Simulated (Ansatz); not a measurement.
Single points on the cluster Mg₃Si.

```yaml
crystal:
  periodic: [false, false, false]
  atoms:
    - {symbol: Mg, position_ang: [-0.311796, 0.512297, 2.453653]}
    - {symbol: Mg, position_ang: [-0.121368, -1.337821, -2.258690]}
    - {symbol: Mg, position_ang: [0.757563, 1.457720, -0.369001]}
    - {symbol: Si, position_ang: [-0.324399, -0.632207, 0.174038]}
basis:
  gaussian: {orbitals: def2-SVP, initial_orbitals: start.molden}
hamiltonian: {xc: pbe, dispersion: d4}
scf: {omitted_lower_state_checks: [starts]}
output: {orbitals: {seedname: orbitals}}
```

The file start.molden holds the orbitals of an earlier run on this structure, at another level or in another basis.

```sh
$ ansatz run in.yaml --threads 4 --pin off --events-out ev --progress --plain --max-ram 3916MiB
```

It prints (some lines left out):

```
Functional definition: PBE
733 factors; their error is unknown
mean field evaluation 1: about -24186.9147 eV, gradient 4.4e0 eV
mean field evaluation 2: about -24186.9589 eV, gradient 6.0e-2 eV
mean field evaluation 4: about -24186.8874 eV, gradient 1.3e-4 eV
mean field -24186.88741329 eV, -888.8517179774 hartree, gradient 1.5e-5 eV, S^2 0.000000; 0 other end points of the search recorded, 0 dependent functions left out
reference -24186.88745273 eV, -888.8517194268 hartree; 25, 25 occupied and 47, 47 virtual orbitals, 733 factors
Total energy: -24187.02886956 eV, -888.8569163991 hartree
Checks for a lower state left out: starts
```

Run time 1.1 s (4 threads of Intel Xeon on a shared host).

As the first input, with `gaussian: {orbitals: def2-TZVP, initial_orbitals: start.molden}`, `hamiltonian: {xc: lda}` (abridged; 1.2 s):

```
Functional definition: SPW92
mean field -24101.22266517 eV, -885.7035965497 hartree, gradient 8.8e-6 eV, S^2 0.000000
Total energy: -24101.22270042 eV, -885.7035978449 hartree
Checks for a lower state left out: starts
```

As the first input, with `hamiltonian: {xc: pbe0, dispersion: d4}` (abridged; 1.9 s):

```
Functional definition: PBE0
mean field -24188.71122488 eV, -888.9187418171 hartree, gradient 1.9e-5 eV, S^2 0.000000
Total energy: -24188.83254477 eV, -888.9232002405 hartree
Checks for a lower state left out: starts
```

As the first input, with `gaussian: {orbitals: def2-TZVPD, initial_orbitals: start.molden}`, `hamiltonian: {xc: r2scan, dispersion: d4}` (abridged; 3.9 s):

```
Functional definition: r2SCAN
mean field -24206.08774975 eV, -889.5573173278 hartree, gradient 1.2e-5 eV, S^2 0.000000
Total energy: -24206.11433962 eV, -889.5582944874 hartree
Checks for a lower state left out: starts
```

As the first input, with `gaussian: {orbitals: def2-TZVP, initial_orbitals: start.molden}`, `hamiltonian: {xc: {name: LC-wPBE}}` (abridged; 2.8 s):

```
Functional definition: LC-wPBE
mean field -24198.66755225 eV, -889.2846300992 hartree, gradient 2.0e-5 eV, S^2 0.000000
Total energy: -24198.66755225 eV, -889.2846300993 hartree
Checks for a lower state left out: starts
```

As the first input, with `gaussian: {orbitals: def2-TZVPD, initial_orbitals: start.molden}` (abridged; 2.3 s):

```
Functional definition: PBE
mean field -24195.41941371 eV, -889.1652632095 hartree, gradient 1.3e-5 eV, S^2 0.000000
Total energy: -24195.56087181 eV, -889.1704616987 hartree
Checks for a lower state left out: starts
```

The first input with `gaussian: {orbitals: def2-TZVP, initial_orbitals: start.molden}` (abridged; 2 s):

```
Functional definition: PBE
mean field -24195.40654166 eV, -889.1647901704 hartree, gradient 2.1e-5 eV, S^2 0.000000
Total energy: -24195.54799506 eV, -889.1699884869 hartree
Checks for a lower state left out: starts
```

Geometry: r2SCAN-D4/def2-TZVP.

LC-ωPBE has ω = 0.4 bohr⁻¹. The restricted singlet is unstable towards broken spin symmetry at other levels; at PBE-D4/def2-SVP, LDA (SPW92)/def2-TZVP, PBE0-D4/def2-SVP, r2SCAN-D4/def2-TZVPD and others this wasn't settled. At PBE0-D4/def2-TZVP a triplet of charge 0 lies 0.39 eV below the restricted singlet, each at its own geometry. The structure comes from a short search, and lower isomers may exist.
